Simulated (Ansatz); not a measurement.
The cluster Li2I2⁺. Total charge 1; doublet. Geometry r2SCAN-D4/def2-TZVP, that of the neutral singlet; atoms count from 1.

```xyz
4

Li    0.003    0.327    1.381
Li   -0.003   -0.327   -1.381
I    -1.634   -1.379    0.330
I     1.634    1.379   -0.330
```

In the def2 sets I takes a core potential; there is no spin–orbit coupling. The structure comes from a short search, and lower isomers may exist.

Question: Estimate the Mulliken populations from the PBE0/def2-TZVP orbitals of Ansatz.

Answer: 
| atom | charge (e) | spin (α − β) |
| --- | --- | --- |
| Li1 | 0.74 | -0.02 |
| Li2 | 0.74 | -0.02 |
| I3 | -0.24 | 0.52 |
| I4 | -0.24 | 0.52 |
Mulliken values and Mayer orders depend strongly on the basis.

Question: Where does the spin sit?

Answer: Summed by element: Li -0.04, I 1.04, of 1 unpaired in all. Largest on single atoms: I4 0.52, I3 0.52, Li1 -0.02.
